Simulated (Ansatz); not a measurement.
Ansatz (a quantum-chemistry and plane-wave program) input (wB97X-V/def2-TZVPD):

Ansatz 0.2 input:
```yaml
crystal:
  periodic: [false, false, false]
  atoms:
    - {symbol: Sr, position_ang: [-0.00000000, -0.00000000, -0.33687817]}
    - {symbol: O, position_ang: [0.00000000, 0.00000000, 1.60017132]}
basis:
  gaussian:
    orbitals: def2-TZVPD
hamiltonian:
  xc: {name: wB97X-V}
total_charge: -1
magnetization: {spin_polarized: true, initial_magnetization: 1}
```

End of the output:

```
integrals: 0.04 GiB planned
497 factors; their error is unknown
integrals: 0.07 GiB planned
163 factors; integrals over basis functions are off by at most 4.1e-5 eV
mean field: 0.35 GiB planned
mean field evaluation 1: about -2878.5887 eV, gradient 2.4e1 eV
mean field evaluation 2: about -2872.5806 eV, gradient 5.1e1 eV
mean field evaluation 4: about -2881.2472 eV, gradient 1.9e0 eV
mean field evaluation 8: about -2881.3630 eV, gradient 1.9e0 eV
mean field evaluation 16: about -2881.8869 eV, gradient 1.2e-5 eV
mean field -2881.88688042 eV, -105.9073894425 hartree, gradient 1.6e-5 eV, S^2 0.751852; 1 other end points of the search recorded, 0 dependent functions left out
reference -2881.88688147 eV, -105.9073894809 hartree; 10, 9 occupied and 63, 64 virtual orbitals, 497 factors
Total energy: -2881.88688147 eV, -105.9073894809 hartree
```

This state (charge -1, doublet) is run at the relaxed geometry of the species with charge 0 and multiplicity 1.
